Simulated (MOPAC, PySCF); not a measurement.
C$_{2}$H$_{9}$GaSi, SMILES `[CH3][Ga]([CH3])[SiH3]`, neutral singlet in the gas phase. 

Cartesian coordinates (Å):
```xyz
13

C     -1.1172     1.7313     0.1535
Ga    -0.1645     0.0099     0.0071
C     -1.2054    -1.6320    -0.3316
Si     2.2433    -0.0934     0.1933
H     -1.2208     1.9851     1.2146
H     -0.5638     2.5486    -0.3137
H     -2.1198     1.6843    -0.2762
H     -1.3281    -1.7472    -1.4147
H     -0.7140    -2.5331     0.0381
H     -2.2065    -1.5647     0.1006
H      2.8525     1.1262     0.7946
H      2.6991    -1.2627     0.9982
H      2.8452    -0.2521    -1.1639
```
Charge 0, spin multiplicity 1.

All levels are single points at this geometry (r2SCAN-D4/def2-TZVP); Pople sets use spherical d functions. Orbital energies aren't observables, and empty levels follow the basis.

SVWN5/6-31G* in PySCF gives gap (eV) = 3.76.

**Question.** Estimate the gap (eV) from each of these levels: PBE-D3(BJ)/def2-TZVP in PySCF; r2SCAN-D4/def2-TZVP in PySCF; B3LYP/6-311+G** (LANL2DZ on Ga) in PySCF; BP86/6-31G* in PySCF; M06-2X/6-31G* in PySCF; PBE/6-31G* in PySCF; HF/3-21G in PySCF; HF/6-31G* in PySCF; HF/STO-3G in PySCF; AM1 in MOPAC; PM6 in MOPAC; PM7 in MOPAC.

**Answer.** 
| level | gap (eV) |
|---|---|
| PBE-D3(BJ)/def2-TZVP in PySCF | 3.85 |
| r2SCAN-D4/def2-TZVP in PySCF | 4.28 |
| B3LYP/6-311+G** (LANL2DZ on Ga) in PySCF | 5.47 |
| BP86/6-31G* in PySCF | 3.89 |
| M06-2X/6-31G* in PySCF | 7.22 |
| PBE/6-31G* in PySCF | 3.88 |
| HF/3-21G in PySCF | 11.06 |
| HF/6-31G* in PySCF | 10.99 |
| HF/STO-3G in PySCF | 11.46 |
| AM1 in MOPAC | 8.40 |
| PM6 in MOPAC | 9.15 |
| PM7 in MOPAC | 10.51 |
